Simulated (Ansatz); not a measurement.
Reaction (redistribution): `N[SiH](Cl)O[SiH3]` + `[CH3][Ga]([F])[F]` → `[F][Ga]([F])[SiH3]` + `CO[SiH](N)Cl`

Program: Ansatz. Geometries: PBE0-D4/def2-TZVP. ΔE: electronic, gas phase. CCSD(T)/CBS is the MP2 limit (def2-TZVPP, def2-QZVPP) plus CCSD(T) − MP2 in def2-TZVPP, frozen cores. DFT in def2-TZVPP. B3LYP here is the variant with VWN-RPA as its local correlation; programs differ in this. For Ga outer-core shells are correlated without core-valence functions, which leaves a few kJ/mol of doubt a bond. Scalar relativity is left out up to krypton. Each species was taken in one conformer, which may not be the lowest.

Q: Is it downhill or uphill in electronic energy at CCSD(T)/CBS, and by how much? (Best estimate.)

A: The calculation gave: Uphill: ΔE = +1.85 eV.

Q: What do these levels give: PBE-D4, BLYP-D4, PBE0-D4, B3LYP-D4, r2SCAN0-D4, ωB97X-V, B2PLYP, revPBE, BLYP, CAM-B3LYP, CCSD/def2-TZVPP, CCSD/CBS(def2)? (An estimate is asked.)

A: The calculation gave: PBE-D4 1.53, BLYP-D4 1.64, PBE0-D4 1.64, B3LYP-D4 1.73, r2SCAN0-D4 1.80, ωB97X-V 1.73, B2PLYP 1.81, revPBE 1.51, BLYP 1.61, CAM-B3LYP 1.77, CCSD/def2-TZVPP 1.84, CCSD/CBS(def2) 1.88 eV.

Largest T1 diagnostic among the species: 0.015.

Leaving LDA and LC-ωPBE aside and taking each functional with its dispersion term where it has one, the values, not all of them listed here, spread over 0.30 eV, from revPBE-D4 to BHLYP-D4. From BLYP to BHLYP (50 % exact exchange), in def2-TZVPP and without D4, ΔE moves by +0.20 eV.
